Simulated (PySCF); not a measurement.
Simulated outer-valence photoelectron spectrum of `O=C[NH][GeH2][Cl]`. Computed with EOM-IP-CCSD/aug-cc-pVDZ in PySCF, restricted Hartree–Fock reference, 17 core orbitals frozen, non-relativistic, gas phase, PBE0-D3(BJ)/def2-SVP geometry.

Each root has a Gaussian of 0.3 eV full width with its one-hole share as area; cross sections and vibrations are left out, and the highest printed point is 100.

(ionisation energy (eV), intensity): (9.9, 1), (10.0, 5), (10.1, 23), (10.2, 63), (10.3, 100), (10.4, 95), (10.5, 54), (10.6, 18), (10.7, 3), (10.8, 0), (10.9, 0), (11.0, 1), (11.1, 9), (11.2, 30), (11.3, 55), (11.4, 61), (11.5, 57), (11.6, 61), (11.7, 54), (11.8, 28), (11.9, 8), (12.0, 1), (12.1, 0), (12.2, 0), (12.3, 0), (12.4, 0), (12.5, 0), (12.6, 0), (12.7, 0), (12.8, 0), (12.9, 3), (13.0, 15), (13.1, 41), (13.2, 64), (13.3, 70), (13.4, 69), (13.5, 58), (13.6, 32), (13.7, 17), (13.8, 28), (13.9, 51), (14.0, 54), (14.1, 30), (14.2, 10), (14.3, 3), (14.4, 10), (14.5, 31), (14.6, 53), (14.7, 48), (14.8, 24), (14.9, 6), (15.0, 1)

Task: Where are the maxima, and how many lines lie under the curve?

Result: 6 maxima, at 10.3, 11.4, 11.6, 13.3, 14.0 and 14.6 eV, from 8 lines. At this width some lines have no maximum of their own.

Task: List the lines with their holes.

Result: 
```json
{"E (eV)": "10.29", "leading hole (HF orbital)": "HOMO-1", "area": "0.94", "Koopmans (eV)": "11.98"}
{"E (eV)": "10.39", "leading hole (HF orbital)": "HOMO", "area": "0.94", "Koopmans (eV)": "11.61"}
{"E (eV)": "11.35", "leading hole (HF orbital)": "HOMO-2", "area": "0.95", "Koopmans (eV)": "12.17"}
{"E (eV)": "11.65", "leading hole (HF orbital)": "HOMO-3", "area": "0.95", "Koopmans (eV)": "12.66"}
{"E (eV)": "13.21", "leading hole (HF orbital)": "HOMO-4", "area": "0.94", "Koopmans (eV)": "14.00"}
{"E (eV)": "13.46", "leading hole (HF orbital)": "HOMO-5", "area": "0.94", "Koopmans (eV)": "14.28"}
{"E (eV)": "13.96", "leading hole (HF orbital)": "HOMO-6", "area": "0.94", "Koopmans (eV)": "15.36"}
{"E (eV)": "14.63", "leading hole (HF orbital)": "HOMO-7", "area": "0.91", "Koopmans (eV)": "16.08"}
```

The widest gap, 1.56 eV, lies between 11.65 and 13.21 eV. Only orbitals with −ε under 21 eV, eight at most, were ionised, so the high end of the curve may lack lines.

Hardware: an Arm Neoverse V1 with one thread, shared host with 32 logical CPUs at a one-minute load of 24. Cost: 12 min of wall time, 3.0 GiB resident at most.

The values belong to the conformer `[O:1]=[CH:2][NH:3][GeH2:4][Cl:5]`: O1–C2–N3–Ge4 2°, C2–N3–Ge4–Cl5 75°.
